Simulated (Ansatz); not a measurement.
Cost and result up the ladder for (BeS)3 ring (Be3S3) (6 atoms). Charge 0, multiplicity 1. Geometry: PBE-D4/def2-SVP.

```xyz
6

Be    1.209    0.431    0.570
S     0.705    2.042   -0.345
Be   -0.757    0.880   -0.791
S    -1.883   -0.671   -0.887
Be   -0.453   -1.311    0.222
S     1.178   -1.370    1.232
```

Ansatz on 4 threads of Arm Neoverse V1 on a shared host. Times are rough, and most runs start from the orbitals of an earlier one. CAM-B3LYP-D4/def2-TZVP serves as the yardstick here, not as an exact answer. Differences are given only for rows in sets of like size (and for xTB, whose basis is part of the method), since another set adds its own error. Binding counts from free atoms at the same level (Be singlet, S triplet; other spins of the atoms weren't run), without zero-point energy or a counterpoise term.

LC-ωPBE has ω = 0.4 bohr⁻¹. B3LYP takes the VWN-RPA correlation. HSE06 is defined as in plane-wave codes, on full-range PBE exchange. Correlated methods freeze 15 core orbitals.

Correlated methods converge slowly with the basis.

```csv
level,functions,wall time
PBE-D4/def2-SVP,81,0.75 s
B3LYP-D4/6-31G,66,0.85 s
PBE0-D4/def2-SVP,81,1.1 s
MP2/def2-TZVP,168,1.4 s
PBE-D4/def2-TZVP,168,1.6 s
revPBE-D4/def2-TZVP,168,1.6 s
LC-ωPBE/def2-TZVP,168,2.1 s
PBE0-D4/def2-TZVP,168,2.2 s
HSE06-D4/def2-TZVP,168,2.2 s
CAM-B3LYP-D4/def2-TZVP,168,2.5 s
B2PLYP/def2-TZVP,168,3.7 s
r2SCAN-D4/def2-TZVP (with forces),168,3.9 s
B97M-V/def2-TZVP,168,6 s
CCSD(T)/def2-TZVPP,183,15 s
```

Estimate what each level gives for the binding energy per atom (eV).


```
                            level  binding energy per atom (eV)  difference from CAM-B3LYP-D4/def2-TZVP (eV)
                  PBE-D4/def2-SVP                          3.74                                            –
                   B3LYP-D4/6-31G                          3.36                                            –
                 PBE0-D4/def2-SVP                          3.66                                            –
                    MP2/def2-TZVP                          3.56                                        -0.02
                 PBE-D4/def2-TZVP                          3.75                                         0.18
              revPBE-D4/def2-TZVP                          3.64                                         0.06
                LC-ωPBE/def2-TZVP                          3.61                                         0.04
                PBE0-D4/def2-TZVP                          3.69                                         0.12
               HSE06-D4/def2-TZVP                          3.70                                         0.12
           CAM-B3LYP-D4/def2-TZVP                          3.57                                         0.00
                 B2PLYP/def2-TZVP                          3.52                                        -0.06
r2SCAN-D4/def2-TZVP (with forces)                          3.76                                         0.19
                 B97M-V/def2-TZVP                          3.68                                         0.10
               CCSD(T)/def2-TZVPP                          3.28                                        -0.29
```
